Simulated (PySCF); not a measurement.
## Electron correlation in As⁺ (arsenic, charge +1)

[Ar] 3d10 4s2 4p2, high-spin 3P determinant. Computed with PySCF 2.14 in 6-31G* (5s4p3d, 32 functions), with no relativity, point nucleus. Frozen: [Ar] 3d10; 4 electrons correlated.

MP2 pair energies summed by pair of shells (mhartree):

| pair | energy | share (%) |
| --- | --- | --- |
| 4s-4p | -25.35 | 60.3 |
| 4s-4s | -12.52 | 29.8 |
| 4p-4p | -4.18 | 9.9 |

Total MP2 correlation energy: -42.05 mhartree.

Same-spin part -6.63 and opposite-spin part -35.42 mhartree; SCS-MP2 scales them by 1/3 and 6/5 to -44.71 mhartree.

```json
{"level": "CCSD", "correlation energy (mhartree)": "-58.68"}
{"level": "(T)", "correlation energy (mhartree)": "-0.67"}
{"level": "CCSD(T)", "correlation energy (mhartree)": "-59.35"}
```

Diagnostics: T1 = 0.0066, D1 = 0.0183, largest double amplitude 0.098.

Q: Is a single reference adequate?

A: Mostly. T1 lies below 0.03, but a double amplitude of this size points to a near-degeneracy that CCSD handles and MP2 describes poorly.
